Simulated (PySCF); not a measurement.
Species: CH3FNO4S2 (charge -1).
Z-matrix (Å and degrees, GFN2-xTB geometry), rows numbered from 1:
```
C 
S   1  1.8217
O   2  1.4404  1  107.61
O   2  1.4483  1  105.60  3  -123.43
N   2  1.5988  1  105.15  3   121.34
S   5  1.5542  2  111.68  1   -76.11
O   6  1.4342  5  116.18  2    37.13
O   6  1.4330  5  111.73  2   172.73
F   6  1.6625  5  105.23  2   -77.44
H   1  1.0822  2  107.87  3    58.59
H   1  1.0812  2  107.03  3   178.60
H   1  1.0807  2  106.19  3   -61.52
```

Computed at PBE0/pcSseg-1 (PySCF, non-relativistic), with Q(33S) = −0.0678 b, Q(17O) = −0.0256 b, Q(14N) = 0.02044 b: S2, 33S (I = 3/2): χzz = -4.841 MHz, η = 0.830; O3, 17O (I = 5/2): χzz = -8.160 MHz, η = 0.029; O4, 17O (I = 5/2): χzz = -8.606 MHz, η = 0.010; N5, 14N (I = 1): χzz = 4.324 MHz, η = 0.733; S6, 33S (I = 3/2): χzz = -18.55 MHz, η = 0.217; O7, 17O (I = 5/2): χzz = -8.361 MHz, η = 0.245; O8, 17O (I = 5/2): χzz = -8.545 MHz, η = 0.223.

Question: Where would the pure quadrupole (NQR) lines of 33S at S2 fall for the rigid, isolated species?

Answer: From ν = (|χ|/2)√(1 + η²/3): ν = 2.684 MHz (sulfonyl sulfur).

Question: Where would the pure quadrupole (NQR) lines of 17O at O3 fall for the rigid, isolated species?

Answer: From the eigenvalues of H = χ/[4I(2I − 1)] × [3Iz² − I(I + 1) + η(Ix² − Iy²)], steps between neighbouring levels, labelled as for η = 0: ±1/2↔±3/2 1.225 MHz, ±3/2↔±5/2 2.447 MHz (sulfonyl oxygen).

Question: Find the zero-field quadrupole resonance frequencies of 17O at O4.

Answer: From the eigenvalues of H = χ/[4I(2I − 1)] × [3Iz² − I(I + 1) + η(Ix² − Iy²)], steps between neighbouring levels, labelled as for η = 0: ±1/2↔±3/2 1.291 MHz, ±3/2↔±5/2 2.582 MHz (sulfonyl oxygen).

Question: Where would the pure quadrupole (NQR) lines of 14N at N5 fall for the rigid, isolated species?

Answer: From ν± = (3/4)|χ|(1 ± η/3) and ν0 = |χ|η/2: ν+ 4.036 MHz, ν− 2.450 MHz, ν0 1.586 MHz (nitrogen bonded to 2 S).

Question: Find the zero-field quadrupole resonance frequencies of 33S at S6.

Answer: From ν = (|χ|/2)√(1 + η²/3): ν = 9.346 MHz (sulfonyl sulfur).

Question: Where would the pure quadrupole (NQR) lines of 17O at O7 fall for the rigid, isolated species?

Answer: From the eigenvalues of H = χ/[4I(2I − 1)] × [3Iz² − I(I + 1) + η(Ix² − Iy²)], steps between neighbouring levels, labelled as for η = 0: ±1/2↔±3/2 1.334 MHz, ±3/2↔±5/2 2.479 MHz (sulfonyl oxygen).

Question: Find the zero-field quadrupole resonance frequencies of 17O at O8.

Answer: From the eigenvalues of H = χ/[4I(2I − 1)] × [3Iz² − I(I + 1) + η(Ix² − Iy²)], steps between neighbouring levels, labelled as for η = 0: ±1/2↔±3/2 1.350 MHz, ±3/2↔±5/2 2.539 MHz (sulfonyl oxygen).

In a crystal, neighbours and librations shift these lines. The pcSseg-1 basis has no diffuse functions, a weakness for an anion. GFN2-xTB bond lengths can be off by several hundredths of an ångström, more for odd bonds, and the gradients follow them. The basis is small and wasn't made for field gradients, so the couplings can be 20 % off.

These values come from a run that also computed NMR shieldings. On an Arm Neoverse N1 with one thread, shared host with 64 logical CPUs at a one-minute load of 46, this took 44 s and 0.82 GiB of memory at its peak.

One conformer stands for the species.
